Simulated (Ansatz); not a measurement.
Reaction (redistribution): `OB[SiH2][AlH2]` + `B[SiH2]N` → `B[SiH2]BO` + `N[SiH2][AlH2]`

Isolated molecules relaxed with PBE0-D4/def2-TZVP in Ansatz; ΔE leaves out vibrations. CCSD(T)/CBS adds triple-zeta CCSD(T) − MP2 to the extrapolated MP2 energy (def2 sets, frozen cores). DFT in def2-TZVPP. B3LYP here is the variant with VWN-RPA as its local correlation; programs differ in this. One conformer a species, not always the lowest.

(1) Is it downhill or uphill in electronic energy at CCSD(T)/CBS, and by how much? (An estimate is asked.)

(2) What do these levels give: r2SCAN-D4, BHLYP-D4, revPBE, r2SCAN, PBE0, B3LYP, RPA@PBE/def2-TZVPP, HF/def2-SVP, HF/def2-TZVPP, CCSD/def2-TZVPP, CCSD(T)/def2-TZVPP, CCSD/CBS(def2)? (Best estimate.)

Largest T1 diagnostic among the species: 0.016.

## Answers

(1) Computed: Uphill: ΔE = +0.11 eV.

(2) The calculation gave: r2SCAN-D4 0.10, BHLYP-D4 0.12, revPBE 0.08, r2SCAN 0.10, PBE0 0.10, B3LYP 0.10, RPA@PBE/def2-TZVPP 0.11, HF/def2-SVP 0.15, HF/def2-TZVPP 0.14, CCSD/def2-TZVPP 0.12, CCSD(T)/def2-TZVPP 0.11, CCSD/CBS(def2) 0.12 eV.

Leaving LDA and LC-ωPBE aside and taking each functional with its dispersion term where it has one, the values, not all of them listed here, spread over 0.05 eV, from revPBE-D4 to B97M-V. From BLYP to BHLYP (50 % exact exchange), in def2-TZVPP and without D4, ΔE moves by +0.04 eV.
